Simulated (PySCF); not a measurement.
Computed IR spectrum (relative IR intensity) of a molecule C2H6N2OSi. The structure is a stationary point at B3LYP-D3(BJ)/def2-SVP. One conformer was computed; it need not be the lowest. Method: B3LYP-D3(BJ)/def2-SVP in PySCF. Frequencies are harmonic and unscaled.

ν (cm⁻¹): 427 (w), 550 (w), 703 (vw), 886 (w), 895 (w), 932 (m), 1277 (vw), 1548 (vw), 2252 (w), 2443 (vs) (against the strongest line: vs over 80 %, s over 45 %, m over 15 %, w over 4 %, vw less)

Question: Which structure fits?
(A) N[Si@@H]1CN=CO1
(B) NC[Si@H]1N=CO1
(C) N[Si@H]1C=NCO1
(D) C[Si@@H](N)N=C=O

Answer: D, C[Si@@H](N)N=C=O
